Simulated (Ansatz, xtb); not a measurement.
**Two isomers of C4H5NO2**

We compare I, `Nc1cocc1O`, a singlet, with II, `Nc1ccc(O)o1`, a singlet. Both are isolated molecules in the gas phase, relaxed with B3LYP/def2-SVP; the shapes shown needn't be the lowest conformers.

I (Å):

```xyz
12

C    -1.4562    1.2755   -0.9142
C    -1.8370    1.3077    0.4036
C     0.2352    0.5747    0.4088
C    -0.0990    0.7936   -0.9006
N    -2.1717    1.5516   -2.0780
O    -0.8183    0.8848    1.2083
O     0.6128    0.6489   -2.0505
H    -2.9061    2.2437   -1.9693
H    -1.5690    1.7813   -2.8631
H    -2.7623    1.5889    0.8981
H     1.1406    0.2213    0.8954
H     1.5041    0.3382   -1.8481
```

II (Å):

```yaml
atoms:
  - { symbol: C, position_ang: [-1.3598, 1.6024, -1.1753] }
  - { symbol: C, position_ang: [-0.8617, 2.0796, 0.0042] }
  - { symbol: C, position_ang: [-0.0380, 1.0261, 0.5580] }
  - { symbol: C, position_ang: [-0.0810, 0.0125, -0.3473] }
  - { symbol: N, position_ang: [-2.2925, 2.0594, -2.0971] }
  - { symbol: O, position_ang: [0.5631, -1.1633, -0.4153] }
  - { symbol: O, position_ang: [-0.8830, 0.3378, -1.4044] }
  - { symbol: H, position_ang: [-1.9645, 2.0246, -3.0617] }
  - { symbol: H, position_ang: [-2.6279, 2.9913, -1.8744] }
  - { symbol: H, position_ang: [-1.0594, 3.0570, 0.4387] }
  - { symbol: H, position_ang: [0.5194, 1.0303, 1.4906] }
  - { symbol: H, position_ang: [0.0013, -1.8049, -0.8741] }
```

**Question.** Estimate which is lower in electronic energy at CCSD(T)/def2-SVP + ΔMP2/def2-TZVPP, and by roughly how much.

**Answer.** The CCSD(T)/def2-SVP + ΔMP2/def2-TZVPP calculation puts structure II lower, by 31.2 kJ/mol.

The same difference at several levels:

```
                             level        geometry  E(II) − E(I) (kJ/mol)  departure from the last row (kJ/mol)  job, with rough time for the two
                          GFN2-xTB        GFN2-xTB                   −22.0                                  +9.1              optimisation, 0.12 s
                         HF/STO-3G        GFN2-xTB                   −32.7                                  −1.5               single point, 0.4 s
                r2SCAN-D4/def2-SVP        GFN2-xTB                   −28.3                                  +2.8                 single point, 3 s
                    B3LYP/def2-SVP  B3LYP/def2-SVP                   −29.8                                  +1.3                optimisation, 44 s
                       HF/def2-SVP  B3LYP/def2-SVP                   −41.3                                 −10.1           part of the CCSD(T) run
                      MP2/def2-SVP  B3LYP/def2-SVP                   −32.3                                  −1.2           part of the CCSD(T) run
                  CCSD(T)/def2-SVP  B3LYP/def2-SVP                   −32.3                                  −1.1                      single point
CCSD(T)/def2-SVP + ΔMP2/def2-TZVPP  B3LYP/def2-SVP                   −31.2                                                      single point, 54 s
```

As drawn, both hold the same kinds of bond in the same numbers.

The levels shown agree on the order. The largest departure from CCSD(T)/def2-SVP + ΔMP2/def2-TZVPP is that of HF/def2-SVP, 10.1 kJ/mol. The last row adds to CCSD(T) the change of the MP2 difference between the two basis sets, here +1.1 kJ/mol.

With thermal terms from frequencies at re-optimised GFN2-xTB minima (ideal gas, soft modes damped towards free rotors, one conformer each, 298.15 K, 1 atm): on the last row, ΔE + ΔZPE = −31.7, ΔH = −31.4, ΔG = −32.1 kJ/mol.

The correlated steps freeze 7 core orbitals. Programs: Ansatz 0.2.0, xtb 6.7.1; the last row on 2 threads of Intel(R) Xeon(R) Platinum 8488C (Sapphire Rapids) on a shared host.
